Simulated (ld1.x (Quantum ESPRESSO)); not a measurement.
# manganese: excitation energies, all-electron against PAW

ld1.x (Quantum ESPRESSO) 7.5 input, shortened:

```
&input
   title='Mn', zed=25., rel=1, dft='PBESOL', iswitch=3,
   config='[Ar] 3d5 4s2 4p0'
 /
 &inputp
   pseudotype=3, lpaw=.true., tm=.true., lloc=-1, rcloc=0.75,
   nlcc=.true., new_core_ps=.true., rcore=0.80,
   which_augfun='BESSEL', rmatch_augfun=0.70
 /
6
4S  1  0   2.00   0.00  1.70  2.20  0.0
4S  1  0   0.00   3.50  1.70  2.20  0.0
4P  2  1   0.00   0.00  3.05  3.50  0.0
4P  2  1   0.00   0.55  3.05  3.50  0.0
3D  3  2   5.00   0.00  0.85  0.95  0.0
3D  3  2   0.00  -0.05  0.85  0.95  0.0
 &test
   configts(1)='3d5 4s2 4p0'
 /
```

Energies are relative to the spin-unpolarised reference configuration 3d5 4s2 4p0; without spin polarisation the order of configurations can differ from experiment. Not all tests gave a result: test run stopped at test 6 of 7 (negative rho), 1 before it not solved. Left out of the table: 3d4 4s2 4p1 (solver errors, printed error -2.9 eV).

```
valence configuration  charge  ΔE all-electron (eV)  error AE − PS (meV)
          3d5 4s0 4p0      +2                23.944                 +6.1
          3d4 4s2 4p0      +1                13.213                 -165
```

(1) What are ΔE and the potential's error for 3d5 4s1 4p0?

(2) What are ΔE and the potential's error for 3d4 4s0 4p0?

Levels in the configuration 3d4 4s2 4p0:

```json
{"level": "3d", "all-electron (eV)": "-20.249", "pseudo (eV)": "-20.670"}
{"level": "4s", "all-electron (eV)": "-13.587", "pseudo (eV)": "-13.623"}
```

Note: ghost states, extra bound levels that the all-electron valence spectrum of the same l lacks: p at -684.2 eV, s at -434.6 eV. A true bound ghost makes a file unfit for plane-wave use.

Results:

(1) ΔE = 8.432 eV all-electron; the error (AE − PS) is -0.5 meV.

(2) ΔE = 56.424 eV all-electron; the error (AE − PS) is -344 meV.
